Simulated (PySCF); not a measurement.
Job for PySCF: R-MP2/6-31G* on HBr (SMILES Br) with ghost functions, monomers drawn apart or pushed together.

```python
from pyscf import gto, scf, dft, mp
from pyscf.data.elements import chemcore

mol = gto.M(
    atom='''
    Br   -0.52395005   -0.02001390    3.84871393
    H    -0.31721176   -0.44219693    2.46814048
    ghost-C   -0.15652583    0.48939486    0.21188033
    ghost-O   -0.17822663   -0.76300003    0.90543363
    ghost-H   -0.03892973    0.33832945   -0.86339618
    ghost-H    0.70400718    1.03688556    0.58944981
    ghost-H   -1.06008183    1.07226993    0.40661723
    ghost-H   -0.93561465   -1.27924997    0.60774502
    ''',
    basis='6-31g*',
    cart=True,
    charge=0, spin=0, verbose=3, max_memory=1800)
mf = scf.RHF(mol)
mf.conv_tol = 1e-8
mf.max_cycle = 100
mf.kernel()
if not mf.converged:
    mf = mf.newton().run(mf.mo_coeff, mf.mo_occ)
pt = mp.MP2(mf, frozen=chemcore(mol)).run()
```

### Question
Give the final energy of this run.

### Answer
-2572.9498 hartree.
